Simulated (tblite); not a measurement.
C6H6SSe.
Bonds: S1–C2, C2–C3 (aromatic), C3–C4 (aromatic), C4–C5 (aromatic), C5–Se6, C5–C7 (aromatic), C7–C8 (aromatic), C2–C8 (aromatic). Hydrogens: H9 on S1; H10 on C3; H11 on C4; H12 on Se6; H13 on C7; H14 on C8.

Computed with GFN2-xTB (tblite), gas phase: L-BFGS steps from a force-field or distance-geometry start until the largest atomic force falls under 0.01 eV/Å.

Step 19: E = -606.6628 eV
```
atom  x, y, z in Å  |  force x, y, z in eV/Å
S1     -3.1601    0.4752    0.2033    0.021   0.004  -0.037
C2     -1.3949    0.1821    0.0263   -0.040  -0.013   0.035
C3     -0.9265   -1.1172   -0.0755    0.003   0.009  -0.004
C4      0.4247   -1.3356   -0.2643    0.005  -0.033   0.013
C5      1.2940   -0.2615   -0.3462    0.032  -0.016  -0.019
Se6     3.1601   -0.6203   -0.7060   -0.003  -0.049   0.008
C7      0.8249    1.0377   -0.2302    0.016   0.004   0.019
C8     -0.5261    1.2603   -0.0413   -0.011  -0.028   0.007
H9     -3.1555    0.4586    1.5334   -0.003   0.001   0.061
H10    -1.6066   -1.9518   -0.0014   -0.044   0.028  -0.032
H11     0.8172   -2.3374   -0.3371   -0.038  -0.094  -0.040
H12     3.6451    0.0821    0.4578    0.038   0.108   0.027
H13     1.5166    1.8632   -0.2901    0.000   0.080  -0.014
H14    -0.9137    2.2640    0.0492    0.024  -0.002  -0.024
```

Step 20: E = -606.6641 eV
```
atom  x, y, z in Å  |  force x, y, z in eV/Å
S1     -3.1617    0.4776    0.2038    0.047  -0.005  -0.003
C2     -1.3966    0.1820    0.0240    0.001  -0.010   0.022
C3     -0.9270   -1.1169   -0.0780   -0.005   0.000   0.011
C4      0.4247   -1.3376   -0.2644   -0.012  -0.033  -0.020
C5      1.2943   -0.2636   -0.3519    0.020  -0.011   0.041
Se6     3.1617   -0.6208   -0.7018   -0.008  -0.070  -0.022
C7      0.8265    1.0359   -0.2291   -0.003  -0.004  -0.013
C8     -0.5254    1.2586   -0.0426    0.005  -0.020   0.018
H9     -3.1510    0.4583    1.5353   -0.012   0.002   0.028
H10    -1.6086   -1.9500   -0.0016   -0.037   0.016  -0.035
H11     0.8154   -2.3413   -0.3357   -0.046  -0.057  -0.039
H12     3.6392    0.0932    0.4558    0.048   0.123   0.048
H13     1.5191    1.8618   -0.2870   -0.020   0.059  -0.013
H14    -0.9112    2.2624    0.0509    0.020   0.010  -0.025
```

Q: Estimate the geometry and energy of step 21. (The exact step hangs on the optimiser's Hessian estimate; all steps are aligned on step 20, rigid shifts and turns removed.)

A: E = -606.6654 eV, largest force 0.127 eV/Å
```
atom  x, y, z in Å  |  force x, y, z in eV/Å
S1     -3.1626    0.4798    0.2048    0.059  -0.010   0.037
C2     -1.3983    0.1818    0.0222    0.048  -0.011   0.011
C3     -0.9276   -1.1169   -0.0804    0.002  -0.009   0.020
C4      0.4248   -1.3403   -0.2649   -0.036  -0.017  -0.047
C5      1.2948   -0.2659   -0.3569    0.003  -0.017   0.095
Se6     3.1634   -0.6222   -0.6974    0.000  -0.068  -0.015
C7      0.8281    1.0341   -0.2284   -0.011  -0.009  -0.040
C8     -0.5246    1.2565   -0.0437    0.022   0.003   0.027
H9     -3.1481    0.4582    1.5382   -0.016   0.003  -0.013
H10    -1.6114   -1.9478   -0.0025   -0.032  -0.002  -0.036
H11     0.8123   -2.3466   -0.3354   -0.050  -0.011  -0.037
H12     3.6358    0.1063    0.4546    0.042   0.116   0.032
H13     1.5210    1.8616   -0.2843   -0.048   0.018  -0.011
H14    -0.9082    2.2610    0.0519    0.016   0.014  -0.024
```

The energy changes by -0.0013 eV. The first-order estimate −F·Δx gives -0.0018 eV and the mean of the old and new forces, exact on a quadratic surface, -0.0013 eV. The step makes an angle of 65° with the force vector and moves no atom by more than 0.014 Å.
